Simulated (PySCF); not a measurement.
Nuclear quadrupole coupling in `[H]/N=C/CCCC(F)(F)F`

Species: C5H8F3N.
Numbering: `[H]/[N:1]=[CH:2]/[CH2:3][CH2:4][CH2:5][C:6]([F:7])([F:8])[F:9]` (hydrogens: H10 on N1; H11 on C2; H12, H13 on C3; H14, H15 on C4; H16, H17 on C5)

Geometry (GFN2-xTB, Å), atoms numbered from 1 in this order:
```
atom  x, y, z in Å
N1    -1.8357    1.2720    0.0849
C2    -2.1896    0.0770    0.2146
C3    -1.2158   -1.0012    0.5666
C4     0.1931   -0.5019    0.8726
C5     0.8731    0.0763   -0.3678
C6     2.2868    0.5096   -0.0554
F7     2.8969    1.0554   -1.1215
F8     2.3515    1.4199    0.9261
F9     3.0651   -0.5178    0.3325
H10   -2.5736    1.9319   -0.1472
H11   -3.2207   -0.2876    0.0900
H12   -1.1939   -1.7194   -0.2588
H13   -1.6111   -1.5323    1.4368
H14    0.7898   -1.3293    1.2626
H15    0.1340    0.2761    1.6343
H16    0.9279   -0.6635   -1.1685
H17    0.3151    0.9468   -0.7137
```

Field gradients from the PBE0/pcSseg-1 density (PySCF, non-relativistic), principal values in atomic units, ordered |Vxx| ≤ |Vyy| ≤ |Vzz|:

```tsv
atom	Vxx	Vyy	Vzz
N1	0.3140	0.6878	-1.0018
```

**Question.** Find the asymmetry η = (Vxx − Vyy)/Vzz and the couplings χ = eQV/h (234.96 MHz × Q in barn × V in au), with Q(14N) = 0.02044 b.

**Answer.** 
| atom | environment | nucleus | η | χzz (MHz) | χxx (MHz) | χyy (MHz) |
| --- | --- | --- | --- | --- | --- | --- |
| N1 | imine nitrogen | 14N | 0.37 | -4.811 | 1.508 | 3.303 |

**Question.** What is Vzz at N1 in SI units (1 au = 9.71736 × 10²¹ V/m²)?

**Answer.** -1.0018 au = -9.735 × 10²¹ V/m².

**Question.** And the gradient at the other heavy atoms, for which no coupling is worked out here?

**Answer.** 
| atom | environment | Vzz (au) | η |
| --- | --- | --- | --- |
| C2 | imine carbon | 0.443 | 0.24 |
| C3 | chain CH2 carbon | 0.032 | 0.54 |
| C4 | chain CH2 carbon | -0.101 | 0.88 |
| C5 | chain CH2 carbon | 0.131 | 0.98 |
| C6 | CF3 carbon | -0.477 | 0.01 |
| F7 | fluorine of a CF3 group | 2.884 | 0.05 |
| F8 | fluorine of a CF3 group | 2.875 | 0.05 |
| F9 | fluorine of a CF3 group | 2.862 | 0.05 |

**Question.** What couplings would deuterons (Q(2H) = 0.00286 b) have in place of the hydrogens, at this geometry?

**Answer.** 
```
atom  bonded to  bond length (Å)  Vzz (au)     η  χzz (kHz)
 H10         N1            1.017    0.3918  0.03        263
 H11         C2            1.101    0.2848  0.04        191
 H12         C3            1.094    0.2998  0.03        201
 H13         C3            1.093    0.3012  0.04        202
 H14         C4            1.092    0.3004  0.04        202
 H15         C4            1.090    0.3014  0.05        203
 H16         C5            1.091    0.3014  0.05        203
 H17         C5            1.090    0.2910  0.06        196
```

The structure is a single GFN2-xTB conformer in the gas phase; no vibrational or solvent corrections. GFN2-xTB bond lengths can be off by several hundredths of an ångström, more for odd bonds, and the gradients follow them. The small basis limits the accuracy of the gradients.
